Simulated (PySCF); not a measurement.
**F+: excitation energy**

F+ [He] 2s2 2p4 (3P) → F+ [He] 2s2 2p3 3s1 (5S), as a difference of total energies. Calculation: PySCF 2.14, in aug-cc-pVTZ-DK (5s4p3d2f, 46 functions); the spin-free X2C one-electron Hamiltonian (Gaussian nucleus). Correlated levels: valence: 1s2 frozen. The calculations carry no spin-orbit coupling.

```
           method  excitation energy (eV)
              UHF                  20.731
              LDA                  22.027
             PBE0                  22.110
           r2SCAN                  22.182
           B2PLYP                  22.127
            M06-L                  22.810
            B3LYP                  22.350
             ROHF                  20.658
    MP2 (valence)                  21.688
SCS-MP2 (valence)                  21.858
```

Task: Estimate what CAM-B3LYP gives.

Result: 22.329 eV, closest to B3LYP among the rows shown.

Task: Estimate what PBE gives.

Result: 22.182 eV, closest to r2SCAN among the rows shown.

Errors of the correlated levels include the incompleteness of this basis and the frozen core.

For comparison: 21.862 eV (measured; NIST levels, between the centres of gravity of the two terms).
